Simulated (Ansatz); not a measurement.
Molecule: CF3NOSi, charge 0, multiplicity 1. SMILES: O=C=N[Si](F)(F)F
Coordinates optimised at B3LYP-D3(BJ)/def2-TZVP (Ansatz, a program for electronic structure):
```xyz
7

O      3.2467    -0.1067    -0.2157
C      2.0996    -0.0895    -0.0398
N      0.9217    -0.0790     0.1757
Si    -0.7376     0.0254     0.0432
F     -1.4002    -0.2320     1.4439
F     -1.1694     1.4519    -0.4580
F     -1.2856    -1.0436    -0.9715
```
Charge 0, spin multiplicity 1.

PBE beside other levels, property by property. Cores are frozen in the correlated levels unless marked. UHF or UKS for open shells. Spin-orbit coupling is left out. No relativistic terms. CBS(X,Y): correlation extrapolated as X^-3; Hartree-Fock from the larger set. The bracket is a focal-point correction in the basis named. Atomisation energies are electronic, to ground-state atoms; the column to compare with has the core term from cc-pwCVTZ added, other frozen-core levels have none. Vertical energies are electronic, to the SCF solution reached for that spin. The coupled-cluster column (Ansatz) is a level with limits of its own: (a) RI-MP2/CBS(aug-cc-pV(T+d)Z,aug-cc-pV(Q+d)Z)+[CCSD(T)-MP2]/aug-cc-pV(T+d)Z; (b) CCSD(T)/CBS(aug-cc-pV(T+d)Z,aug-cc-pV(Q+d)Z).

| property | PBE/def2-TZVPD (Ansatz) | B2PLYP/def2-TZVPD (Ansatz) | RI-MP2/CBS(aug-cc-pV(T+d)Z,aug-cc-pV(Q+d)Z) (Ansatz) | CCSD(T)/aug-cc-pV(T+d)Z (Ansatz) | coupled cluster |
|---|---|---|---|---|---|
| atomisation energy (kcal/mol) | 880.5 | 847.3 | 906.0 | 829.8 | 859.5 (b) |
| vertical triplet-singlet gap (eV) | 6.74 | 7.16 | 7.88 | 7.35 | 7.37 (a) |

As the rows show:
- atomisation energy: PBE lies 21.0 kcal/mol above coupled cluster.
- vertical triplet-singlet gap: PBE lies 0.63 eV below coupled cluster.
